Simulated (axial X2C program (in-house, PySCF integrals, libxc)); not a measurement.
# Spin–orbit effects down a group: molecules with Na, HF

Computed with an in-house all-electron X2C program for linear molecules (integrals from PySCF), spin-free (one-electron X2C) or two-component (2c: spin–orbit coupling with atomic mean-field Coulomb and Gaunt terms, which also bring small scalar terms), in Dyall basis sets with cores contracted in-house; open shells are unrestricted.

Basis sets: Ag dyall-cv3z, Au dyall-cv3z, Cu dyall-cv3z, Na dyall-cv3z.

```json
{"molecule": "NaCu", "spin-free state": "M_S = 0, Λ = 0", "Re (Å)": "2.726", "ωe (cm⁻¹)": "179.4", "De (eV)": "0.30", "2c state": "Ω = 0", "Re 2c (Å)": "2.726", "ωe 2c (cm⁻¹)": "179.3", "De 2c (eV)": "0.30"}
{"molecule": "NaAg", "spin-free state": "M_S = 0, Λ = 0", "Re (Å)": "2.827", "ωe (cm⁻¹)": "170.3", "De (eV)": "0.34", "2c state": "Ω = 0", "Re 2c (Å)": "2.827", "ωe 2c (cm⁻¹)": "170.2", "De 2c (eV)": "0.34"}
{"molecule": "NaAu", "spin-free state": "M_S = 0, Λ = 0", "Re (Å)": "2.682", "ωe (cm⁻¹)": "212.8", "De (eV)": "0.96", "2c state": "Ω = 0", "Re 2c (Å)": "2.681", "ωe 2c (cm⁻¹)": "213.7", "De 2c (eV)": "0.97"}
```

Each entry is the lowest single determinant of a limited PBE0 search at one distance. De goes to single-determinant-based atoms at the same level (for ions the charge split of lowest energy) and is withheld (n/a) where an atom does not fit its ground term or J level. Main or longest-lived isotopes.
